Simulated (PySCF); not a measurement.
S-ethyl ethanethioate (C4H8OS), SMILES CCSC(C)=O.

The structure is a stationary point at B3LYP-D3(BJ)/def2-SVP. A frequency run showed that this geometry is not a minimum. The values are those of a single conformer.

Method: TDDFT-LC-ωPBE/def2-SVPD in PySCF.

Vertical excitations. The molecule is in vacuum.

```json
[
 {"state": "S1", "energy (eV)": "4.76", "λ (nm)": "260", "f": "0.000", "main pairs": "HOMO−1→LUMO 93 %"},
 {"state": "S2", "energy (eV)": "6.07", "λ (nm)": "204", "f": "0.004", "main pairs": "HOMO→LUMO+1 54 %, HOMO→LUMO+5 28 %"},
 {"state": "S3", "energy (eV)": "6.08", "λ (nm)": "204", "f": "0.080", "main pairs": "HOMO→LUMO 84 %"},
 {"state": "S4", "energy (eV)": "7.50", "λ (nm)": "165", "f": "0.053", "main pairs": "HOMO→LUMO+2 80 %"},
 {"state": "S5", "energy (eV)": "7.71", "λ (nm)": "161", "f": "0.142", "main pairs": "HOMO−1→LUMO+1 55 %, HOMO−1→LUMO+5 13 %"},
 {"state": "S6", "energy (eV)": "8.02", "λ (nm)": "155", "f": "0.000", "main pairs": "HOMO→LUMO+3 60 %"},
 {"state": "S7", "energy (eV)": "8.07", "λ (nm)": "154", "f": "0.001", "main pairs": "HOMO−1→LUMO+2 63 %, HOMO−1→LUMO+3 12 %"},
 {"state": "S8", "energy (eV)": "8.34", "λ (nm)": "149", "f": "0.003", "main pairs": "HOMO−2→LUMO 81 %"},
 {"state": "S9", "energy (eV)": "8.48", "λ (nm)": "146", "f": "0.057", "main pairs": "HOMO→LUMO+4 82 %"},
 {"state": "S10", "energy (eV)": "8.84", "λ (nm)": "140", "f": "0.001", "main pairs": "HOMO→LUMO+5 27 %, HOMO→LUMO+1 25 %, HOMO→LUMO+9 21 %, HOMO→LUMO+8 5 %"},
 {"state": "T1", "energy (eV)": "4.23", "λ (nm)": "293", "f": "0", "main pairs": "HOMO−1→LUMO 92 %"},
 {"state": "T2", "energy (eV)": "4.95", "λ (nm)": "251", "f": "0", "main pairs": "HOMO→LUMO 87 %"},
 {"state": "T3", "energy (eV)": "5.54", "λ (nm)": "224", "f": "0", "main pairs": "HOMO→LUMO+1 53 %, HOMO→LUMO+5 31 %"},
 {"state": "T4", "energy (eV)": "6.67", "λ (nm)": "186", "f": "0", "main pairs": "HOMO−1→LUMO+1 41 %, HOMO−1→LUMO+5 25 %, HOMO−2→LUMO+1 6 %"}
]
```
Triplets are in the Tamm–Dancoff approximation, which puts them higher than full response would, so one can lie above its singlet here.
